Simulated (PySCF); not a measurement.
**Predicted spectroscopic data**

One averaged value for each set of equivalent atoms, relativity neglected, gas phase, single conformer. Coordinates at the GFN2-xTB level; PBE0/pcSseg-1 with gauge-including orbitals; PySCF 2.14.

Chemical shifts δ = σref − σ; 1H, 13C against TMS, all at this level. Splittings of carbon signals by F and P are missing where no couplings were computed. Where no couplings were computed, multiplicities follow the n + 1 count of equivalent neighbours, and m marks all less simple cases (inequivalent or close neighbours, rings, F or P nearby). Shifts are as computed. Against solution values, carbons near 30 ppm lie about +3 ppm off and those near 130 ppm about +5 ppm. Of 1309 compounds with measured shifts, 239 miss one by over three times the rms of a fit or turn the order of signals round; such compounds aren't used in these exercises.

Compound 1 (C3H11N3Si2). 1H NMR (600 MHz, computed): δ 8.92 (s, 1H), 7.78 (d, 1H), 7.32 (d, 1H), 5.25 (s, 2H), 4.65 (s, 3H), 2.80 (s, 3H). 13C{1H} NMR (computed): δ 161.5, 150.3, 33.7. Structure: `InChI=1S/C3H11N3Si2/c1-4-3-5-8-6(2)7/h3H,1,8H2,2,7H3/b5-3+`.

Compound 2 (CH15NOSi5). 1H NMR (600 MHz, computed): δ 5.49 (m, 1H), 5.15 (s, 3H), 4.85 (s, 6H), 4.09 (m, 1H), 3.87 (m, 1H), 0.11 (m, 3H). 13C{1H} NMR (computed): δ -10.2 (CH3). Structure: `InChI=1S/CH15NOSi5/c1-7-8(3-6)2(4)5/h8H,7H2,1,4-6H3/t8-/m0/s1`.

Compound 3 (C7H14FNSi). 1H NMR (600 MHz, computed): δ 8.77 (s, 1H), 5.89 (m, 1H), 5.04 (m, 2H), 4.23 (m, 2H), 3.66 (s, 3H), 2.33 (q, 2H), 1.33 (t, 3H). 13C{1H} NMR (computed): δ 172.1 (CH), 171.9 (C), 121.4 (CH), 76.0 (CH2), 43.0 (CH3), 40.7 (CH2), 17.5 (CH3). Structure: SMILES CCC(/C=N\C)=C/[SiH2]CF.
